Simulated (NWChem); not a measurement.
All runs are NWChem calculations. System: HCl3Si, charge 0, spin multiplicity 1, displaced from the optimised geometry. The structure started from a generated list of species. Level: BLYP/def2-SVP.

Part of the output:

```
             Northwest Computational Chemistry Package (NWChem) 7.3.0
             --------------------------------------------------------

                                NWChem Input Module
                                -------------------

 Scaling coordinates for geometry "geometry" by  1.889725989
 (inverse scale =  0.529177249)

 Turning off AUTOSYM since
 SYMMETRY directive was detected!

                             Geometry "geometry" -> ""
                             -------------------------

 Output coordinates in angstroms (scale by  1.889725989 to convert to a.u.)

  No.       Tag          Charge          X              Y              Z
 ---- ---------------- ---------- -------------- -------------- --------------
    1 Si                  14.0000     0.03327800     0.51926500     0.00000000
    2 Cl                  17.0000    -1.00037800    -0.11909100     1.71597600
    3 Cl                  17.0000    -1.00037800    -0.11909100    -1.71597600
    4 Cl                  17.0000     1.96567600    -0.30920500     0.00000000
    5 H                    1.0000     0.13048000     2.03588000     0.00000000

 Effective nuclear repulsion energy (a.u.)     327.3282674237

            Nuclear Dipole moment (a.u.)
            ----------------------------
        X                 Y               Z
 ---------------- ---------------- ----------------
     0.0000226767     0.0000207870     0.0000000000

      Symmetry information
      --------------------

 Group name             Cs
 Group number              2
 Group order               2
 No. of unique centers     4

      Symmetry unique atoms

     1    2    4    5


 Summary of "ao basis" -> "" (spherical)
 ------------------------------------------------------------------------------
       Tag                 Description            Shells   Functions and Types
 ---------------- ------------------------------  ------  ---------------------
 *                          def2-svp                  on all atoms

                                 NWChem DFT Module
                                 -----------------

 Summary of "ao basis" -> "ao basis" (spherical)
 ------------------------------------------------------------------------------
       Tag                 Description            Shells   Functions and Types
 ---------------- ------------------------------  ------  ---------------------
 Si                         def2-svp                 8       18   4s3p1d
[...]
     -   - - -        -----         -----         ----         -------
     0   0 0 0      0.000000    -33.000000    -33.000000     66.000000

     1   1 0 0      0.023614      0.011796      0.011796      0.000023
     1   0 1 0      0.368663      0.184321      0.184321      0.000021
     1   0 0 1     -0.000000     -0.000000     -0.000000      0.000000

     2   2 0 0    -38.251812   -197.222444   -197.222444    356.193075
     2   1 1 0      0.108523     10.364565     10.364565    -20.620607
     2   1 0 1      0.000000      0.000000      0.000000      0.000000
     2   0 2 0    -36.565601    -36.186788    -36.186788     35.807974
     2   0 1 1      0.000000      0.000000      0.000000      0.000000
     2   0 0 2    -38.258721   -197.888811   -197.888811    357.518902

            General Information
            -------------------
          SCF calculation type: DFT
          Wavefunction type:  closed shell.
          No. of atoms     :     5
          No. of electrons :    66
           Alpha electrons :    33
            Beta electrons :    33
          Charge           :     0
          Spin multiplicity:     1
          Use of symmetry is: on ; symmetry adaption is: on
          Maximum number of iterations: 100
          AO basis - number of functions:    77
                     number of shells:    35
          Convergence on energy requested:  1.00D-06
          Convergence on density requested:  1.00D-05
          Convergence on gradient requested:  5.00D-04

              XC Information
              --------------
                    Becke 1988 Exchange Functional  1.000
              Lee-Yang-Parr Correlation Functional  1.000

             Grid Information
             ----------------
          Grid used for XC integration:  medium
          Radial quadrature: Mura-Knowles
          Angular quadrature: Lebedev.
          Tag              B.-S. Rad. Rad. Pts. Rad. Cut. Ang. Pts.
          ---              ---------- --------- --------- ---------
          Si                  1.10       88           7.0       590
          Cl                  1.00       88           9.0       590
          H                   0.35       45           8.0       434
          Grid pruning is: on
          Number of quadrature shells:   309
          Spatial weights used:  Erf1

          Convergence Information
          -----------------------
          Convergence aids based upon iterative change in
          total energy or number of iterations.
          Levelshifting, if invoked, occurs when the
          HOMO/LUMO gap drops below (HL_TOL):  1.00D-02
          DIIS, if invoked, will attempt to extrapolate
          using up to (NFOCK): 10 stored Fock matrices.

                    Damping( 0%)  Levelshifting(0.5)       DIIS
                  --------------- ------------------- ---------------
          dE  on:    start            ASAP                start
          dE off:    2 iters        100 iters           100 iters

      Screening Tolerance Information
      -------------------------------
          Density screening/tol_rho:  1.00D-10
          AO Gaussian exp screening on grid/accAOfunc:  14
          CD Gaussian exp screening on grid/accCDfunc:  20
          XC Gaussian exp screening on grid/accXCfunc:  20
          Schwarz screening/accCoul:  1.00D-08

                            NWChem DFT Gradient Module
                            --------------------------

  charge          =   0.00
  wavefunction    = closed shell

  Using symmetry

                         DFT ENERGY GRADIENTS

    atom               coordinates                        gradient
                 x          y          z           x          y          z
   1 Si      0.062886   0.981269   0.000000   -0.000098  -0.001536   0.000000
   2 Cl     -1.890440  -0.225049   3.242724   -0.004542  -0.002982   0.007521
   3 Cl     -1.890440  -0.225049  -3.242724   -0.004542  -0.002982  -0.007521
   4 Cl      3.714589  -0.584313   0.000000    0.008455  -0.003816   0.000000
   5 H       0.246571   3.847255   0.000000    0.000726   0.011316   0.000000

                 ----------------------------------------
                 |  Time  |  1-e(secs)   |  2-e(secs)   |
                 ----------------------------------------
                 |  CPU   |       0.01   |       1.51   |
                 ----------------------------------------
                 |  WALL  |       0.01   |       1.51   |
                 ----------------------------------------

 Task  times  cpu:        4.2s     wall:        4.2s

 Total times  cpu:        4.2s     wall:        4.2s
```

### Question
Write an NWChem input that would produce this output.

### Answer
This is not unique; one that fits is 
```
start mol
memory heap 200 mb stack 900 mb global 1100 mb
geometry units angstroms nocenter noautoz
  Si     0.033278     0.519265     0.000000
  Cl    -1.000378    -0.119091     1.715976
  Cl    -1.000378    -0.119091    -1.715976
  Cl     1.965676    -0.309205     0.000000
  H      0.130480     2.035880     0.000000
  symmetry group Cs
end
basis spherical
  * library def2-svp
end
dft
  xc becke88 lyp
  semidirect memsize 60000000 filesize 0
  iterations 100
  tolerances tight
end
task dft gradient
```
